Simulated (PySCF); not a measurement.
Gas-phase reaction: 3 SnCl4 + 2 C3H7 (n-propyl) ⇌ SnH2 + 2 SnCl3 + 6 CH2Cl

Energies from PySCF (xtb for GFN2), thermal terms from the rigid-rotor harmonic-oscillator model, ideal gas at 1 bar. † marks an energy on the PBE0/def2-TZVP geometry and frequencies; other levels use their own. Open shells (unrestricted): C3H7 (n-propyl) (multiplicity 2), SnCl3 (multiplicity 2), CH2Cl (multiplicity 2); the rest are closed-shell singlets. GFN2 has no spin-polarisation term. B3LYP is the form with VWN-RPA correlation. Sn: scalar-relativistic def2 core potential, no spin-orbit coupling. SnH2, SnCl3, CH2Cl: computed as isolated molecules; such fragments, hydroxides, amides, oligomers or adducts are transient or little studied in the gas. Warning, point group unlike the PBE0 one: C3H7 (n-propyl) (GFN2-xTB).

```json
[
 {"level": "B3LYP/def2-TZVP†", "ΔH°(298 K), kJ": "[?]"},
 {"level": "BLYP/def2-TZVP†", "ΔH°(298 K), kJ": "1421"},
 {"level": "GFN2-xTB", "ΔH°(298 K), kJ": "1389"},
 {"level": "PBE/def2-SVP", "ΔH°(298 K), kJ": "[?]"},
 {"level": "PBE0/def2-TZVP", "ΔH°(298 K), kJ": "[?]"},
 {"level": "r2SCAN/def2-TZVP†", "ΔH°(298 K), kJ": "1573"},
 {"level": "ωB97M-V/def2-TZVP†", "ΔH°(298 K), kJ": "[?]"},
 {"level": "ωB97X-V/def2-TZVP†", "ΔH°(298 K), kJ": "1674"}
]
```

Q: Fill in the missing entries.

A: 
- B3LYP/def2-TZVP†, ΔH°(298 K), kJ: 1505
- PBE/def2-SVP, ΔH°(298 K), kJ: 1576
- PBE0/def2-TZVP, ΔH°(298 K), kJ: 1585
- ωB97M-V/def2-TZVP†, ΔH°(298 K), kJ: 1661
